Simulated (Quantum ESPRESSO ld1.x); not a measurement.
The numbers below are computed, except where a source is named.
Ar8+, configuration [Ne]. Code: ld1.x of Quantum ESPRESSO 7.5. Model: Dirac Kohn-Sham, revPBE, spin-unpolarised, spherical densities, point nucleus.

Unscreened Slater integrals over Kohn-Sham orbitals (eV). Large and small components are both included. Empty in this configuration: 3s1/2.

| integral | value |
|---|---|
| F0(2p3/2,2p3/2) | 67.223 |
| F2(2p3/2,2p3/2) | 31.410 |
| F0(2p3/2,2p1/2) | 67.434 |
| G2(2p3/2,2p1/2) | 31.417 |
| F0(2p3/2,2s1/2) | 63.049 |
| G1(2p3/2,2s1/2) | 37.084 |
| F0(2p3/2,1s1/2) | 93.196 |
| G1(2p3/2,1s1/2) | 14.129 |
| F0(2p3/2,3s1/2) | 28.775 |
| G1(2p3/2,3s1/2) | 2.7690 |
| F0(2p1/2,2p1/2) | 67.647 |
| F0(2p1/2,2s1/2) | 63.213 |
| G1(2p1/2,2s1/2) | 37.055 |
| F0(2p1/2,1s1/2) | 93.877 |
| G1(2p1/2,1s1/2) | 14.277 |
| F0(2p1/2,3s1/2) | 28.799 |
| G1(2p1/2,3s1/2) | 2.7703 |
| F0(2s1/2,2s1/2) | 60.295 |
| F0(2s1/2,1s1/2) | 84.971 |
| G0(2s1/2,1s1/2) | 7.3815 |
| F0(2s1/2,3s1/2) | 28.370 |
| G0(2s1/2,3s1/2) | 2.2021 |
| F0(1s1/2,1s1/2) | 298.91 |
| F0(1s1/2,3s1/2) | 32.403 |
| G0(1s1/2,3s1/2) | 1.2869 |
| F0(3s1/2,3s1/2) | 21.928 |
